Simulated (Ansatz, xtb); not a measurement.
**Relative energy of two isomers of C6H10Cl+**

We compare X, `C=C[C+](C)CCCl`, a singlet, with Y, `C[C+]1CC[C@H](Cl)C1`, a singlet. Both are isolated ions in the gas phase, relaxed with B3LYP-D3(BJ)/def2-SVP, each in the lowest conformer that the search found.

Problem. Estimate E(Y) − E(X) at the level CCSD(T)/def2-SVP + ΔMP2/def2-TZVPP.

Solution. Calculated at CCSD(T)/def2-SVP + ΔMP2/def2-TZVPP: E(Y) − E(X) = −13.3 kcal/mol, so structure Y lies lower.

How the difference moves with the method:

```csv
level,geometry,E(Y) − E(X) (kcal/mol),departure from the last row (kcal/mol),"job, with rough time for the two"
GFN2-xTB,GFN2-xTB,−26.4,−13.1,"optimisation, 0.2 s"
HF/STO-3G,GFN2-xTB,−37.9,−24.6,"single point, 0.34 s"
r2SCAN-D4/def2-SVP,GFN2-xTB,−15.8,−2.5,"single point, 3.9 s"
B3LYP-D3(BJ)/def2-SVP,B3LYP-D3(BJ)/def2-SVP,−11.3,+2.0,"optimisation, 56 s"
HF/def2-SVP,B3LYP-D3(BJ)/def2-SVP,−11.9,+1.4,part of the CCSD(T) run
MP2/def2-SVP,B3LYP-D3(BJ)/def2-SVP,−15.4,−2.1,part of the CCSD(T) run
CCSD(T)/def2-SVP,B3LYP-D3(BJ)/def2-SVP,−13.5,−0.2,single point
CCSD(T)/def2-SVP + ΔMP2/def2-TZVPP,B3LYP-D3(BJ)/def2-SVP,−13.3,,"single point, 98 s"
```

As drawn, Y has 2 C–C in place of 1 C=C. Structure X has no ring, Y a 5-membered ring.

The levels shown agree on the order. The largest departure from CCSD(T)/def2-SVP + ΔMP2/def2-TZVPP is that of HF/STO-3G, 24.6 kcal/mol. The last row adds to CCSD(T) the change of the MP2 difference between the two basis sets, here +0.2 kcal/mol.

With thermal terms from frequencies at re-optimised GFN2-xTB minima (ideal gas, soft modes damped towards free rotors, one conformer each, 298.15 K, 1 atm): on the last row, ΔE + ΔZPE = −12.7, ΔH = −13.1, ΔG = −12.4 kcal/mol.

The correlated steps freeze 11 core orbitals. Mirror images aren't counted in ΔG. Programs: Ansatz 0.2.0, xtb 6.7.1; the last row on 4 threads of Arm Neoverse V2 on a shared host.
